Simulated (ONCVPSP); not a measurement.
Building the ONCV potential for Pt (Z = 78) (PBEsol, fully relativistic).

| Item | Value |
| --- | --- |
| Element | platinum |
| Generator | ONCVPSP 4.0.1 |
| Type | optimised norm-conserving Vanderbilt (ONCV) |
| Functional | PBEsol |
| Relativity | fully relativistic |
| Frozen core | [Kr] 4d10 4f14 |
| Valence charge | 18 |
| Reference configuration | 5s2 5p6 5d9 6s1 |
| Partial waves | 5s+6s: rc 1.45 bohr, ncon 4, nbas 9, qcut 8 1/bohr, 2 projectors; 5p: rc 1.25 bohr, ncon 4, nbas 7, qcut 6.3 1/bohr, 2 projectors, debl 3.2 Ha; 5d: rc 1.65 bohr, ncon 4, nbas 7, qcut 5.7 1/bohr, 1 projector |
| Local potential | polynomial inside 1.20 bohr (lpopt 5, dvloc0 0 Ha) |
| Core correction | Teter function, fcfact 1.75, rcfact 1.15 |

Open shells are filled in proportion to 2j + 1.

(1) Estimate the cutoffs (Ha) at which the residual kinetic energy of the hardest occupied pseudo-wave falls to 1 and 0.1 mHa per electron.

(2) Does the potential have ghost states?

(3) Which valence shell sets the plane-wave cutoff?

(4) Tests: 5s2 5p6 5d9 6s0; 5s2 5p6 5d8 6s0; 5s2 5p6 5d7 6s0; 5s2 5p6 5d9 6s0 6p1. Which has the largest error in its energy relative to the reference configuration, and how large is it?

Results:

(1) 82 Ha and 98 Ha.

(2) No bound ghost flagged; GHOST(+) flagged for s at 211.8 eV.

(3) 5p: 82 Ha for 1 mHa per electron, against 25 Ha for 5s.

(4) 5s2 5p6 5d7 6s0, with +6.3 meV (all-electron minus pseudo) on +61.50 eV.
